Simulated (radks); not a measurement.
The numbers below are computed, except where a source is named.
Ionisation of the mercury ion Hg+, [Xe] 4f14 5d10 6s1, to Hg2+, [Xe] 4f14 5d10, under several functionals. Scalar-relativistic Kohn-Sham, spin-polarised, spherical densities, finite nucleus; open shells are filled with parallel spins first (spin-orbit coupling, left out, can overturn this in heavy ions); a radial shooting solver on a logarithmic mesh with Libxc functionals. The NIST Atomic Spectra Database gives 18.757 eV (measured). Rank these functionals by the error of their Delta-SCF ionisation energy: exchange-only r2SCAN; BLYP; PBEsol; LDA (Slater exchange, VWN5 correlation); BP86; exchange-only PBE.

Answer. From best to worst: exchange-only PBE 18.466 eV (-0.291); PBEsol 19.220 eV (+0.463); BLYP 19.226 eV (+0.470); BP86 19.331 eV (+0.574); exchange-only r2SCAN 18.052 eV (-0.705); LDA (Slater exchange, VWN5 correlation) 19.559 eV (+0.802).
